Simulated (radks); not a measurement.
Results of a calculation; reference values are marked as such.
Task: All-electron atom: neutral manganese in [Ar] 3d5 4s2. Code: a radial shooting solver on a logarithmic mesh with Libxc functionals. Model: scalar-relativistic Kohn-Sham, BLYP, spin-polarised, spherical densities, finite nucleus; open shells are filled with parallel spins first; Fermi nuclear charge, rms radius 3.7057 fm. Some entries of the table are withheld. Estimate them.

orbital  occ.  eigenvalue (eV)  <r> (bohr)
1s down     1        -6430.542     0.06090
1s up       1        -6430.539     0.06090
2s up       1        -743.6522      0.2797
2s down     1        -741.6332      0.2792
2p up       3        -629.8941      0.2474
2p down     3        -628.3477      0.2468
3s up       1         -86.9705      0.8510
3s down     1         -81.9713      0.8553
3p up       3         -55.7420      0.9029
3p down     3         -50.8935      0.9116
3d up       5          -7.8792       1.192
4s up       1          -5.3130         (1)
4s down     1          -4.4888         (2)
3d down     0          -3.8204       1.370

Result: 
(1) 4s up <r> (bohr): 3.026
(2) 4s down <r> (bohr): 3.249
